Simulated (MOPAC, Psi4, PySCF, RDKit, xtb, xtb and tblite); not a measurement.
Two geometries of SMILES OCS (CH4OS), relaxed at GFN2-xTB with one dihedral held; other torsions can differ between them too.

Structure A

```
7

O      1.0060    -0.6811     0.3846
C      0.2364     0.4318     0.1189
S     -1.4292     0.0111    -0.5609
H      1.3433    -1.0604    -0.4358
H      0.0815     0.9568     1.0619
H      0.6783     1.1063    -0.6200
H     -1.8117    -0.7184     0.4818
```

Structure B

```
7

O      0.9648    -0.6946     0.3943
C      0.2379     0.4494     0.1109
S     -1.5806     0.1632     0.2532
H      1.3149    -1.0920    -0.4087
H      0.4899     1.2166     0.8474
H      0.3900     0.8367    -0.8972
H     -1.5292    -0.2823     1.5031
```

Question: Which is lower in energy at the level Psi4 with DF-MP2 (frozen core)/cc-pVTZ // GFN2-xTB, and by how much?

Answer: A is lower, by 1.98 kcal/mol (dihedral H4–O1–C2–S3: 75° in A, 105° in B).

E(B) − E(A) in kcal/mol at the other levels, on the same two geometries: GFN2-xTB (xtb and tblite) 1.83; MMFF94 // GFN2-xTB (RDKit) 1.18; PBE0/def2-TZVP // GFN2-xTB (Psi4) 1.97; PBE0-D3(BJ)/def2-TZVP // GFN2-xTB (Psi4) 1.99; PBE/def2-TZVP // GFN2-xTB (Psi4) 1.99; PBE-D3(BJ)/def2-TZVP // GFN2-xTB (Psi4) 2.02; HF/cc-pVTZ // GFN2-xTB (Psi4) 1.87; UFF // GFN2-xTB (RDKit) 0.32; AM1, restricted, heats of formation // GFN2-xTB (MOPAC) 1.15; PM6, restricted, heats of formation // GFN2-xTB (MOPAC) 1.43; GFN1-xTB // GFN2-xTB (xtb) 1.76; restricted B3LYP/6-31G*, spherical d // GFN2-xTB (PySCF) 2.26; restricted Hartree-Fock/LANL2DZ, with its core potentials past Ne // GFN2-xTB (PySCF) 1.81; restricted BP86/6-31G*, spherical d // GFN2-xTB (PySCF) 2.33; restricted B3LYP/3-21G // GFN2-xTB (PySCF) 2.35.
